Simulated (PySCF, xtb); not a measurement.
Cl2Si, neutral, multiplicity 1. Atoms are numbered in the order given.

```xyz
3

Si     0.0000     0.0000     0.9380
Cl     0.0000    -1.6277    -0.3862
Cl     0.0000     1.6277    -0.3862
```

Geometry optimised at PBE-D3(BJ)/def2-TZVP. The isomer is the one that the SMILES or the coordinates give; other isomers of the formula were not compared.

The numbers are results of IEF-PCM-ωB97X/def2-SVP run with PySCF 2.14.0, not measurements.

The values are the electrostatic part of the solvation free energy, E(continuum) − E(gas) at the gas-phase geometry, in a cavity of scaled van der Waals radii (PySCF's table); cavitation and dispersion terms are not included. In vacuum the orbital gap is 9.16 eV. The dipole moment in vacuum is 1.09 D.

**Question.** Estimate the values in water (ε = 78.36), toluene (ε = 2.37), cyclohexanone (ε = 15.62). (Estimate from the structure and the level; the computed values follow.)

**Answer.** 
```tsv
solvent	ε	ΔG(elec) (kcal/mol)	dipole (D)	gap (eV)
water	78.36	-1.8	1.44	9.29
toluene	2.37	-0.8	1.25	9.22
cyclohexanone	15.62	-1.6	1.41	9.28
```

For comparison, GFN2-xTB/ALPB(water) (xtb, at the GFN2-xTB geometry, all terms of that model) gives 0.2 kcal/mol.
